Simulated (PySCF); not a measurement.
# Curvature of the energy in the electron number along the 4p block

Calculated with PySCF 2.14, in def2-TZVPPD, non-relativistic: one orbital is emptied in steps, and each cell gives the departure of E from the straight line at half an electron, in eV (from a cubic fit). The exact functional gives zero.

```
species   orbital    LDA    PBE  r2SCAN   PBE0  BHandHLYP  LC-wPBE   UHF
     Ge  4p alpha  -0.93  -0.90   -0.83  -0.64      -0.42    -0.02  0.11
     As  4p alpha  -1.04  -1.01   -0.94  -0.72      -0.45    -0.05  0.14
     Se   4p beta  -1.03  -0.99   -0.90  -0.69      -0.44    -0.02  0.20
     Br   4p beta  -1.14  -1.10   -1.00  -0.76      -0.47    -0.07  0.24
     Kr   4p beta  -1.25  -1.20   -1.10  -0.83      -0.49    -0.12  0.28
```

Q: How does the mean departure depend on the functional?

A: LDA -1.08 eV; PBE -1.04 eV; r2SCAN -0.96 eV; PBE0 -0.73 eV; BHandHLYP -0.46 eV; LC-wPBE -0.06 eV; UHF 0.19 eV. Semilocal functionals are convex (delocalisation error), Hartree-Fock is concave or straight, and exact exchange removes curvature roughly in proportion to its share, so among the functionals the range-separated hybrids usually come closest to zero.

No spin-orbit coupling is included.
